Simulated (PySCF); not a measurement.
In(OH)2 (H2InO2), SMILES [OH][In][OH], multiplicity 2.

The structure is a stationary point at PBE-D3(BJ)/def2-TZVP. The def2 effective core potentials stand for the cores of In; spin–orbit coupling is left out. One conformer was computed; it need not be the lowest.

Calculation: PBE-D3(BJ)/def2-TZVP (PySCF).

Frequencies are harmonic and unscaled.

```csv
mode,ν (cm⁻¹),IR (km/mol),moving atoms (share of kinetic energy)
1,108,9.8,"O 75 %, In 14 %, H 11 %"
2,196,156.9,"H 90 %, O 10 %"
3,241,8.1,"H 91 %, O 9 %"
4,487,25.1,"O 88 %, In 9 %"
5,510,78.2,"O 82 %, In 16 %"
6,720,86.2,H 92 %
7,797,35.8,H 93 %
8,3661,36.0,H 94 %
9,3707,48.6,H 94 %
```
